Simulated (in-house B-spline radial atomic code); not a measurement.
Checks on a self-consistent run for the rhenium ion Re³⁵⁺, 2s2 2p6 3s2 3p6 3d10 4s2 4p6 4d6. Level of theory: Dirac-Hartree-Fock, average of configuration, Fermi nucleus of rms radius 5.3698 fm; calculated with a radial B-spline atomic code at the basis-set limit.

```tsv
orbital	q	ε (Eh)	<1/r>	<r²>	small-component weight
2s1/2	2	-539.99473	22.1995	0.0065548	0.019032
2p1/2	2	-525.48894	22.2462	0.00458832	0.019176
2p3/2	4	-467.42650	18.4908	0.0057536	0.017258
3s1/2	2	-168.51504	8.27091	0.0414877	0.0064754
3p1/2	2	-160.44396	8.21047	0.0374127	0.0064357
3p3/2	4	-147.31806	7.24531	0.043335	0.0059077
3d3/2	4	-131.86723	7.13056	0.0332182	0.0057706
3d5/2	6	-128.96775	6.89876	0.0348599	0.005616
4s1/2	2	-72.21378	3.79245	0.175269	0.0025583
4p1/2	2	-68.32577	3.72447	0.173008	0.0024988
4p3/2	4	-64.44649	3.41206	0.192835	0.0023405
4d3/2	2.4	-57.83707	3.29364	0.186591	0.0022183
4d5/2	3.6	-57.01168	3.21769	0.192633	0.0021718
```

Electron-electron repulsion V_ee = 3246.3139 hartree.

(1) What total energy follows from the eigenvalues?

(2) Does the Dirac virial theorem hold?

(3) What diamagnetic shielding (Lamb formula) and susceptibility (Langevin formula) do the radii give?

Results:

(1) The eigenvalues count the repulsion twice, so E = Σqε - V_ee = -7432.055 - 3246.314 = -10678.369 hartree; the run printed -10678.369.

(2) For a point nucleus E = -2c²Σq·w, with w the small-component weight. Here Σq·w = 0.2843 and c = 137.0360, so the ratio E/(-2c²Σq·w) is 1.000077; the finite nucleus accounts for the departure from 1.

(3) σ = (α²/3)Σq<1/r> = 342.884/(3·137.036²) = 6086.3 ppm, and χ = -0.79199×10⁻⁶·Σq<r²> = -2.635×10⁻⁶ cm³/mol with Σq<r²> = 3.3277 bohr². Both are non-relativistic formulas without the paramagnetism of open shells; for so heavy an element the full relativistic shielding is larger by tens of per cent.
